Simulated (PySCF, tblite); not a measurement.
Bond stretch in OH (cation, charge +1), triplet. Each curve is given relative to its own lowest point near equilibrium.

| R / Å | A | B | C |
|---|---|---|---|
| 0.78 | 220.3 | 214.0 | 178.2 |
| 0.83 | 127.5 | 122.3 | 99.3 |
| 0.88 | 67.1 | 63.1 | 50.2 |
| 0.94 | 24.7 | 22.2 | 17.4 |
| 0.96 | 16.0 | 14.0 | 11.0 |
| 1.01 | 3.1 | 2.3 | 1.8 |
| 1.04 | 0.3 | 0.0 | 0.0 |
| 1.06 | 0.0 | 0.0 | 0.0 |
| 1.10 | 2.5 | 3.1 | 2.3 |
| 1.13 | 6.6 | 7.6 | 5.7 |
| 1.21 | 23.9 | 25.2 | 19.8 |
| 1.27 | 40.6 | 41.9 | 33.7 |
| 1.39 | 78.1 | 78.8 | 66.6 |
| 1.54 | 125.7 | 125.2 | 111.7 |
| 1.69 | 170.0 | 168.6 | 155.9 |
| 1.85 | 211.8 | 210.4 | 198.5 |
| 2.06 | 257.6 | 257.6 | 244.6 |
| 2.27 | 293.5 | 296.4 | 279.3 |
| 2.54 | 327.0 | 334.6 | 309.6 |
| 2.81 | 349.3 | 361.0 | — |
| 3.11 | 364.5 | 378.3 | — |
| 3.60 | 375.4 | 388.9 | — |
| 4.19 | 377.3 | 391.0 | — |

Energies in kJ/mol.

Task: Which curve belongs to which method? The methods are GFN2-xTB, 300 K electronic temperature (tblite); PySCF with restricted open-shell B3LYP/6-31G; CCSD on UHF/6-31G, 1 core orbital frozen run with PySCF.

Result: A is ROKS-B3LYP; B is UCCSD; C is GFN2-xTB.

Dashes: no converged value, or the column stops at the first point that the program doubted or that broke a chosen test of continuity, which isn't proof of a fault.

At the longest distance ROKS-B3LYP leaves fractional charges on the fragments, a sign of delocalisation error or of the restricted form. The unrestricted determinant behind UCCSD is spin-contaminated at 1.39 to 4.19 Å (<S²> up to 3.0, against 2.00 for a pure triplet).
